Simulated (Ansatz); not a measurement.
RuBr₃⁺. Charge 1, multiplicity 1. Geometry r2SCAN-D4/def2-SVP, that of the neutral doublet.

Cartesian coordinates in Å:
```
Ru -0.1411 0.0986 -0.1005
Br -1.5226 -0.6212 1.6554
Br 0.3932 -1.4172 -1.8111
Br 1.2705 1.9398 0.2562
```

In the def2 sets Ru takes a core potential; there is no spin–orbit coupling. A triplet lies near this restricted singlet, and broken spin symmetry wasn't tried. At PBE-D4/def2-TZVP, r2SCAN-D4/def2-TZVP an occupied level lies above an empty one. At PBE0-D4/def2-TZVP a triplet of charge 1 lies 1.07 eV below the restricted singlet at the same geometry. The structure comes from a short search, and lower isomers may exist.

(1) Estimate the orbital energies around the gap (eV) in Ansatz with PBE-D4/def2-TZVP, r2SCAN-D4/def2-TZVP, PBE0-D4/def2-TZVP.

## Answers

(1) 
```tsv
orbital	PBE-D4/def2-TZVP	r2SCAN-D4/def2-TZVP	PBE0-D4/def2-TZVP
HOMO−5	-13.65	-13.99	-14.90
HOMO−4	-13.60	-13.98	-14.83
HOMO−3	-13.33	-13.67	-14.63
HOMO−2	-13.01	-13.34	-14.07
HOMO−1	-11.37	-11.90	-13.38
HOMO	-11.11	-11.54	-12.86
LUMO	-11.58	-11.74	-11.13
LUMO+1	-10.73	-10.90	-10.26
LUMO+2	-10.65	-10.78	-10.23
LUMO+3	-5.62	-5.29	-4.94
LUMO+4	-4.52	-4.16	-3.92
LUMO+5	-3.38	-2.67	-2.75
```
